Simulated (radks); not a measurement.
Values are calculated unless marked as measured or tabulated.
Effect of the nuclear size on the tantalum ion Ta48+, [Ar] 3d7. Level of theory: Dirac Kohn-Sham, BLYP, spin-unpolarised, spherical densities, finite nucleus; open shells fill j = l - 1/2 first; Fermi nuclear charge, rms radius 5.3507 fm (a radial shooting solver on a logarithmic mesh with Libxc functionals). The rms radius is varied about that value; shifts are against it.

rms radius (fm),total energy shift (eV),density at nucleus (e/bohr^3),1s1/2 shift (meV),2s1/2 shift (meV),3s1/2 shift (meV),3p1/2 shift (meV),3d5/2 shift (meV),4s1/2 (empty) shift (meV),4p1/2 (empty) shift (meV)
4.3287,-18.7,1.404e+06,-7620,-1070,-258,-4.77,9.12,-90.1,-2.36
4.9654,-7.34,1.34e+06,-3000,-423,-101,-1.88,3.59,-35.5,-0.931
5.3507,0,1.307e+06,0.000,0.000,0.000,0.000,0.000,0.000,0.000
5.8644,10.4,1.267e+06,4230,596,143,2.67,-5.06,50.0,1.32
5.9767,12.7,1.259e+06,5180,730,175,3.28,-6.21,61.3,1.62

Slopes of the eigenvalues against <r^2> in GHz/fm^2, as finite differences over the two radii next to the reference (eigenvalue slopes, not the field-shift constants of lines): 1s1/2 179000, 2s1/2 25300, 3s1/2 6070, 3p1/2 113, 3d5/2 -215, 4s1/2 (empty) 2120, 4p1/2 (empty) 55.8.
